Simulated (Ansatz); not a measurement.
`C#C[SiH2]C=O` → `C#CC=O` + `[SiH2]`  (silylene formation by 1,1-elimination)

Computed with Ansatz on PBE0-D4/def2-TZVP structures; ΔE is electronic, products minus reactants. CCSD(T)/CBS is the MP2 limit (def2-TZVPP, def2-QZVPP) plus CCSD(T) − MP2 in def2-TZVPP, frozen cores. This one scheme is used for every species. Functionals use def2-TZVPP. HSE06 is defined as in plane-wave codes. One conformer a species, not always the lowest.

CCSD(T)/CBS gives +262.8 kJ/mol.

Q: Another level gave +251.9 kJ/mol. Which?
A. revPBE-D4/def2-TZVPP
B. ωB97X-V/def2-TZVPP
C. HSE06/def2-TZVPP
D. r2SCAN0-D4/def2-TZVPP

A: A. revPBE-D4 251.9, r2SCAN0-D4 276.5, HSE06 259.1, ωB97X-V 268.6 kJ/mol.

Largest T1 diagnostic among the species: 0.016.

From BLYP to BHLYP (50 % exact exchange), in def2-TZVPP and without D4, ΔE moves by +24.9 kJ/mol. At CCSD(T), def2-SVP lies −31.9 kJ/mol from the extrapolated value and def2-TZVPP −9.3 kJ/mol. In def2-TZVPP, CCSD(T) changes the Hartree–Fock value by +9.6 kJ/mol (the triples alone add +3.5 kJ/mol) and MP2 by +27.4 kJ/mol.
